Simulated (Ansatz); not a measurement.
Isolated molecules relaxed with PBE0-D4/def2-TZVP in Ansatz; ΔE leaves out vibrations. CBS: MP2 limit from def2 TZ/QZ plus the TZ coupled-cluster correction, frozen cores. DFT in def2-TZVPP. B3LYP here is the variant with VWN-RPA as its local correlation; programs differ in this. For Ge outer-core shells are correlated without core-valence functions, which leaves a few kJ/mol of doubt a bond. Scalar relativity is left out up to krypton. One conformer a species, not always the lowest.

`FC[CH2][GeH2][F]` + `CBO` → `[OH][GeH2][F]` + `CBCCF`  (redistribution)

```json
{"level": "PBE", "ΔE (kJ/mol)": "93.3"}
{"level": "r2SCAN", "ΔE (kJ/mol)": "89.9"}
{"level": "B3LYP", "ΔE (kJ/mol)": "92.4"}
{"level": "MP2/def2-TZVPP", "ΔE (kJ/mol)": "92.4"}
```

Problem. What does CCSD(T)/CBS give? (Best estimate.)

Solution. The calculation gave: +93.3 kJ/mol. The listed levels differ from it by 0.0, -3.4, -0.9, -0.9 kJ/mol.

Largest T1 diagnostic among the species: 0.012.

In def2-TZVPP, CCSD(T) changes the Hartree–Fock value by +8.1 kJ/mol (the triples alone add +0.9 kJ/mol) and MP2 by +7.7 kJ/mol.
